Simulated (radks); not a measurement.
Q: Numerical settings for the nickel ion Ni2+, [Ar] 3d8. Method: scalar-relativistic Kohn-Sham, r2SCAN, spin-unpolarised, spherical densities, finite nucleus; meta-GGA in the generalised Kohn-Sham scheme; Fermi nuclear charge, rms radius 3.7757 fm; computed with a radial shooting solver on a logarithmic mesh with Libxc functionals. The defaults (mesh step 0.008 in ln r, mesh end at 40 bohr or more with all orbitals vanishing there, Anderson mixing 0.5 over 9 steps, residual threshold near 1e-9 with the energy settled to 1e-9 hartree or 1e-11 of itself, here a cap of 71 iterations) give E = -1519.785 hartree and 3d at -28.405 eV in 14 iterations. Run on one thread of a shared host, so times are rough (Arm Neoverse N1): 0.11 s of CPU time, 0.11 s wall, 14 iterations on 2189 mesh points. One setting is changed at a time: mesh step in ln r 0.08; mesh step in ln r 0.02; mesh step in ln r 0.2; mesh end (bohr) 3; mesh end (bohr) 20; residual threshold 1e-13; residual threshold 0.01; mixing 1.5; linear mixing, mixing 0.05; linear mixing, mixing 1; mixing history 3; iteration cap 8. Which runs fail to converge, and which converge to a wrong energy?

A: Not converged within the cap: mesh step in ln r 0.2; residual threshold 1e-13; linear mixing, mixing 0.05; linear mixing, mixing 1; iteration cap 8. Settings that end as converged yet miss the energy by more than 1 mhartree: mesh step in ln r 0.08 (+0.00456 hartree); mesh end (bohr) 3 (+0.121 hartree).
